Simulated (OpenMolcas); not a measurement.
Levels of Ne2+ by method

* Program: OpenMolcas
* Basis: ANO-RCC-VQZP [5s4p3d2f1g]
* Scalar Hamiltonian: DKH2, point nucleus
* Active space: 6 electrons in 8 orbitals (2s 2p 3s 3p)
* State averaging: 2S+1 = 3 even, 3 roots; 2S+1 = 1 even, 6 roots; 2S+1 = 3 odd, 3 roots; 2S+1 = 1 odd, 3 roots
* Spin-orbit coupling: RASSI with atomic mean-field integrals over the reference wave functions, term energies averaged over their components

Methods on the same reference wave functions:
A. CASSCF
B. SS-CASPT2, IPEA 0.25 Eh, imaginary shift 0.1 Eh (closed shells correlated: 1s)

Energies in cm-1 above 2s2 2p4 3P2, the measured ground level; measured values from Moore, Atomic Energy Levels, vol. I, NSRDS-NBS 35 (1971 reprint of NBS Circular 467, 1949).

```csv
Level,A,B,Measured
2s2 2p4 3P2,0.0,0.0,0.0
2s2 2p4 3P1,585,586,650
2s2 2p4 3P0,861,862,927
2s2 2p4 1D2,27963,26141,25841
2s2 2p4 1S0,51542,55701,55747
2s 2p5 3P* 2,212717,205490,
2s 2p5 3P* 1,213288,206061,204879
2s 2p5 3P* 0,213576,206349,205204
2s 2p5 1P* 1,309923,293140,
```

Deviations, from unrounded energies. A percentage is the sum of absolute deviations over the sum of measured energies, with the sign that they share, or ± where signs differ.

```csv
Against measurement,Levels,A,B
mean absolute deviation (cm-1),6,3900,470
fine structure of the ground term (%),2,-8.3,-8.2
other terms of the ground configuration (%),2,±7.8,±0.4
other configurations (%),2,+4.1,+0.6
```

B lies closest to measurement on these levels. The largest miss of B in the table is 2s 2p5 3P* 1, by +1200 cm-1. The ranking rests on the paired levels alone, and a cruder setting can come out closer through cancelling errors.

From A to B the spin-free energies of the other terms of 2s2 2p4 shown, above 3P, scale by factors of 0.93 to 1.08.

The lowest spin-free term lies below A's lowest term by 0.140 hartree in B.

Active for correlation alone: 3p 3s; no level in the range computed is led by a configuration that fills them, so any true level of that kind is missing. Measured partners are found by configuration, term and J. A level has none where our copy of the source lacks it or the pairing is in doubt (some pairs that miss far off the trend of their configuration count as doubtful), and it then counts in no deviation. Levels of configurations outside the active space are missing.

* marks odd parity.
